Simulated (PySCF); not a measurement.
C4H6Ge, SMILES C=[C](C#C)[GeH3]. Atoms are numbered in the order given.

```xyz
11

C     -1.0503     2.6999     0.0000
C     -0.2615     1.7754     0.0000
C      0.5961     0.6402     0.0000
C      1.9377     0.7408     0.0000
Ge    -0.2841    -1.1108     0.0000
H     -1.7351     3.5274     0.0000
H      2.4371     1.7150     0.0000
H      2.5739    -0.1486     0.0000
H     -1.1652    -1.2465     1.2531
H     -1.1652    -1.2465    -1.2531
H      0.8125    -2.1909     0.0000
```

Geometry: PBE0-D3(BJ)/def2-SVP. This is a generated structure with no PubChem entry under its InChIKey; it may be hypothetical.

These are PySCF with PBE0/pcSseg-1 values and carry that method's errors.

GIAO shieldings, no solvent; atoms listed in one row are averaged. δ = σ(ref) − σ: ¹³C against TMS (σ = 186.3 ppm); ⁷³Ge against GeH4 (σ = 1658.3 ppm); ¹H against TMS (σ = 31.56 ppm), references at their B3LYP-D3(BJ)/def2-TZVP geometries, non-relativistic.

Computed chemical shifts:
| nucleus | atoms | count | δ (ppm) |
|---|---|---|---|
| ¹³C | C4 | 1 | 151.7 |
| ¹³C | C3 | 1 | 135.3 |
| ¹³C | C1 | 1 | 95.8 |
| ¹³C | C2 | 1 | 87.6 |
| ⁷³Ge | Ge5 | 1 | 132.7 |
| ¹H | H7 | 1 | 6.83 |
| ¹H | H8 | 1 | 6.55 |
| ¹H | H9, H10, H11 | 3 | 4.57 |
| ¹H | H6 | 1 | 3.82 |
